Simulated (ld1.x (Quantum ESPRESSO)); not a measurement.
## Varying the TM potential for silicon (Si)

Base potential:

Si (Z = 14), norm-conserving Troullier–Martins (Kleinman–Bylander form), made with ld1.x (Quantum ESPRESSO) 7.5 (PBE, scalar-relativistic). Core [Ne], reference 3s2 3p2. Waves: 3p (bound): rc 2.05 bohr; 3s (bound): rc 1.85 bohr. Local part: the s channel. Core correction: a·sin(br)/r model core, default radius (core density twice the valence density).

Cutoffs, loose and tight: the cutoffs (Ry, on a coarse ladder) from which the occupation-weighted sum of valence levels, in a spherical-Bessel basis at the reference potential, stays within 10 and 1 mRy of its value at 400 Ry. They do not see the model core or the augmentation charge, which bear on the density cutoff. Test errors are all-electron minus pseudo excitation energies from the reference, over the configurations 3s2 3p1; 3s2 3p0; 3s1 3p0; 3s2 3p1.5; 3s1 3p3; 3s1 3p2; 3s0 3p4. A dash means not determined; rows that change the core or the reference have their own tests.

```tsv
change	outcome	cutoff, loose	cutoff, tight	bound ghosts	largest test error (meV)
base	generated	15 Ry	35 Ry	none	+74
all radii but the core radius scaled by about 0.78 (s 1.44, p 1.60 bohr)	generated	30 Ry	70 Ry	none	+66
all radii but the core radius scaled by about 1.09 (s 2.02, p 2.24 bohr)	generated	12 Ry	35 Ry	none	+72
all radii but the core radius scaled by about 1.18 (s 2.18, p 2.42 bohr)	generated	12 Ry	30 Ry	none	+67
all radii but the core radius scaled by about 1.25 (s 2.32, p 2.56 bohr)	generated	10 Ry	30 Ry	none	+63
all radii but the core radius scaled by about 1.30 (s 2.40, p 2.66 bohr)	generated	10 Ry	25 Ry	none	+60
```

(1) What comes out with this change to the base: all radii but the core radius scaled by about 1.37 (s 2.54, p 2.82 bohr)?

(2) What comes out with this change to the base: all radii but the core radius scaled by about 0.91 (s 1.68, p 1.86 bohr)?

(3) What comes out with this change to the base: all radii but the core radius scaled by about 0.81 (s 1.50, p 1.66 bohr)?

## Answers

(1) outcome: generated; cutoff, loose: 10 Ry; cutoff, tight: 21 Ry; bound ghosts: none; largest test error (meV): -71.

(2) outcome: generated; cutoff, loose: 15 Ry; cutoff, tight: 40 Ry; bound ghosts: none; largest test error (meV): +71.

(3) outcome: generated; cutoff, loose: 21 Ry; cutoff, tight: 40 Ry; bound ghosts: none; largest test error (meV): +67.

Reading the sweep of the scale of all radii but the core radius (base = 1) (base included, trends over the rows without a ghost): The loose cutoff falls from 30 Ry at 0.78 to 10 Ry at 1.37. A larger radius leaves more room for a smooth pseudo-wave, so fewer plane waves are needed; a smaller one forces it to follow the all-electron wave where it bends sharply. The median size of the test errors (rows with all tests solved) is not monotonic: lowest 2.5 meV at 0.91, highest 16.5 meV at 1.37.
